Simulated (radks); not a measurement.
Valence configurations of Dy IV (all share [Xe]). Calculated with a radial shooting solver on a logarithmic mesh with Libxc functionals: Dirac Kohn-Sham, PBE, spin-unpolarised, spherical densities, point nucleus; open shells fill j = l - 1/2 first. Energies are relative to 4f9; eigenvalues in eV.

valence      E (eV)  e(4f5/2)  e(4f7/2)  e(5d3/2)  e(6p1/2)  e(6s1/2)
4f9           0.000   -35.026   -34.081         -         -         -
4f7 6s2      38.416   -57.166   -56.093         -         -   -27.774
4f8 5d1      11.521   -42.212   -41.207   -26.997         -         -
4f8 6s1      14.840   -45.539   -44.531         -         -   -25.510
4f7 5d1 6s1  33.073   -53.562   -52.492   -31.199         -   -26.315
4f8.5 6p0.5   8.942   -40.624   -39.648         -   -19.574         -
4f8.5 5d0.5   5.104   -38.526   -37.552   -26.063         -         -
4f8 6p1      20.136   -46.516   -45.507         -   -20.757         -
4f7 6p2      49.908   -59.046   -57.972         -   -22.983         -

NIST lists [Xe] 4f9 as the ground configuration; this level of theory agrees among the configurations tried. The energies are those of spherical spin-averaged densities, not of single terms.
